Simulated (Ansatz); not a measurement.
MoO2, SMILES [O]=[Mo]=[O] (connectivity only; charge and spin as stated), neutral, multiplicity 3.

Geometry optimised at B3LYP-D3(BJ)/def2-TZVP. The multiplicity is an assumed one; other spin states were not compared. The def2 effective core potentials stand for the cores of Mo; spin–orbit coupling is left out.

Two levels are set side by side: PBE/def2-TZVPD (Ansatz, a first-principles code) and CAM-B3LYP/def2-TZVPD (Ansatz). Energy differences of separate SCF runs at the same geometry; the states with an electron removed or added have multiplicity 2 and 4. Differences are taken from unrounded values.

```csv
quantity,CAM-B3LYP,PBE,PBE minus CAM-B3LYP
vertical ionisation energy (eV),8.99,8.62,-0.38
vertical electron affinity (eV),1.89,1.56,-0.33
```
